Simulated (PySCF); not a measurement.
Compound: Zn(C6F5)2, C12F10Zn (singlet state).
Bonds: Zn1–C2, Zn1–C13, C2–C3, C2–C11, C3–F4, C3–C5, C5–F6, C5–C7, C7–F8, C7–C9, C9–F10, C9–C11, C11–F12, C13–C14, C13–C22, C14–F15, C14–C16, C16–F17, C16–C18, C18–F19, C18–C20, C20–F21, C20–C22, C22–F23.

Computed by this run: PBE0-D3(BJ)/def2-SVP geometry optimisation, gas phase in PySCF 2.14.0; density fitting, grid level 1; the optimiser is geomeTRIC in internal coordinates, started from a GFN2-xTB structure with every atom displaced at random (about 0.03 Å).

Step 3: E = -87946.8693 eV
```
atom  x, y, z in Å  |  force x, y, z in eV/Å
Zn1     0.0285   -0.0039   -0.0045   -0.118   0.079   0.023
C2      0.0361    0.0074    1.9267    0.063   0.032   0.022
C3      0.2058    1.1860    2.6422    0.011  -0.090   0.021
F4      0.3750    2.3364    1.9940    0.011   0.018  -0.018
C5      0.2115    1.2107    4.0345   -0.020  -0.042  -0.005
F6      0.3794    2.3396    4.6980    0.007   0.039   0.052
C7      0.0329    0.0161    4.7350    0.021  -0.100  -0.063
F8      0.0313    0.0221    6.0523   -0.001   0.020   0.041
C9     -0.1352   -1.1874    4.0462   -0.011   0.087  -0.048
F10    -0.3034   -2.3192    4.7080    0.011   0.091   0.033
C11    -0.1294   -1.1629    2.6536   -0.050  -0.043   0.018
F12    -0.2998   -2.3179    2.0125   -0.002  -0.038  -0.042
C13    -0.0490    0.0309   -1.9331    0.287  -0.142  -0.025
C14    -1.2207    0.2399   -2.6487    0.213  -0.022  -0.015
F15    -2.3634    0.4794   -2.0103    0.045  -0.011  -0.002
C16    -1.2386    0.2186   -4.0423   -0.110  -0.010   0.115
F17    -2.3662    0.4209   -4.6998    0.036   0.006  -0.117
C18    -0.0574   -0.0423   -4.7352    0.164   0.024   0.117
F19    -0.0605   -0.0719   -6.0508   -0.018  -0.006  -0.114
C20     1.1406   -0.2508   -4.0420   -0.127  -0.012   0.023
F21     2.2575   -0.4846   -4.7073   -0.041   0.002  -0.046
C22     1.1192   -0.2287   -2.6511   -0.272   0.104   0.037
F23     2.2630   -0.4485   -1.9995   -0.100   0.014  -0.006
```

Step 4: E = -87946.8735 eV
```
atom  x, y, z in Å  |  force x, y, z in eV/Å
Zn1     0.0150   -0.0095   -0.0018   -0.086   0.059  -0.025
C2      0.0283   -0.0039    1.9304    0.021  -0.018  -0.015
C3      0.2091    1.1756    2.6418    0.051   0.027   0.015
F4      0.3893    2.3202    1.9844   -0.004   0.013  -0.017
C5      0.2215    1.2117    4.0341   -0.007  -0.011   0.040
F6      0.3989    2.3376    4.7042    0.001  -0.023  -0.096
C7      0.0406    0.0200    4.7355    0.014   0.105  -0.070
F8      0.0464    0.0325    6.0533   -0.005  -0.043  -0.016
C9     -0.1443   -1.1794    4.0494   -0.018  -0.060   0.087
F10    -0.3146   -2.2889    4.7455   -0.018  -0.108  -0.070
C11    -0.1477   -1.1747    2.6558   -0.009   0.035   0.092
F12    -0.3274   -2.3317    2.0184    0.001   0.060   0.034
C13    -0.0461    0.0175   -1.9349    0.095  -0.093   0.087
C14    -1.2154    0.2223   -2.6519   -0.068   0.023  -0.082
F15    -2.3577    0.4451   -2.0080   -0.054   0.019   0.044
C16    -1.2409    0.2132   -4.0454    0.051  -0.021  -0.023
F17    -2.3548    0.4121   -4.7278   -0.017   0.010   0.096
C18    -0.0544   -0.0288   -4.7359    0.044   0.009  -0.007
F19    -0.0598   -0.0474   -6.0538    0.018  -0.002  -0.006
C20     1.1392   -0.2376   -4.0436   -0.001  -0.025  -0.089
F21     2.2548   -0.4562   -4.7167    0.004  -0.008   0.012
C22     1.1167   -0.2252   -2.6535   -0.002   0.069   0.025
F23     2.2607   -0.4348   -2.0009   -0.009  -0.017  -0.014
```

**Question.** Estimate the geometry and energy of step 5. (The exact step hangs on the optimiser's Hessian estimate; all steps are aligned on step 4, rigid shifts and turns removed.)

**Answer.** E = -87946.8783 eV, largest force 0.139 eV/Å
```
atom  x, y, z in Å  |  force x, y, z in eV/Å
Zn1     0.0086   -0.0005   -0.0012   -0.049   0.030  -0.007
C2      0.0272    0.0053    1.9301    0.008   0.005  -0.022
C3      0.2163    1.1816    2.6429    0.020  -0.013   0.021
F4      0.3994    2.3300    1.9925   -0.001  -0.024  -0.012
C5      0.2272    1.2096    4.0349    0.008   0.027  -0.008
F6      0.4106    2.3380    4.6976    0.003  -0.021   0.010
C7      0.0411    0.0174    4.7345   -0.002   0.025   0.019
F8      0.0480    0.0243    6.0525    0.001  -0.005   0.011
C9     -0.1528   -1.1810    4.0482   -0.005  -0.019  -0.024
F10    -0.3296   -2.3023    4.7236   -0.006   0.000   0.007
C11    -0.1565   -1.1640    2.6559   -0.004   0.003  -0.013
F12    -0.3442   -2.3167    2.0138   -0.007   0.014   0.011
C13    -0.0402    0.0124   -1.9326   -0.053  -0.042   0.091
C14    -1.2123    0.2123   -2.6471   -0.035   0.019  -0.063
F15    -2.3560    0.4294   -2.0019   -0.013   0.010   0.030
C16    -1.2393    0.2020   -4.0396    0.008  -0.009  -0.021
F17    -2.3609    0.3968   -4.7095   -0.012   0.009   0.013
C18    -0.0532   -0.0304   -4.7360    0.004   0.010  -0.022
F19    -0.0595   -0.0486   -6.0543   -0.008   0.003   0.017
C20     1.1416   -0.2347   -4.0463   -0.031  -0.010  -0.023
F21     2.2575   -0.4476   -4.7195    0.017  -0.010   0.010
C22     1.1191   -0.2193   -2.6551    0.138   0.013  -0.013
F23     2.2652   -0.4244   -2.0052    0.020  -0.015  -0.011
```

The energy changes by -0.0048 eV. The first-order estimate −F·Δx gives -0.0092 eV and the mean of the old and new forces, exact on a quadratic surface, -0.0049 eV. The step makes an angle of 69° with the force vector and moves no atom by more than 0.030 Å.

The cost below is that of the whole optimisation. The run took 8.1 min wall, 19 min CPU on 2 threads of an AMD EPYC 9R45, no GPU, shared host, and the process peaked at 4.1 GiB of memory.
